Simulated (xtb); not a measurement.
xtb input:

```bash
xtb mol.xyz --gfn 2 --sp --chrg -1 --uhf 0
```
mol.xyz:
```
3

Si     1.46928937    -0.47631044    -0.20572601
O      1.74412362    -0.07825542    -1.66767646
Br    -0.98637257     0.20841113     0.46347359
```

**Question.** Predict the final energy.

**Answer.** -10.16103 Eh (GFN2-xTB).
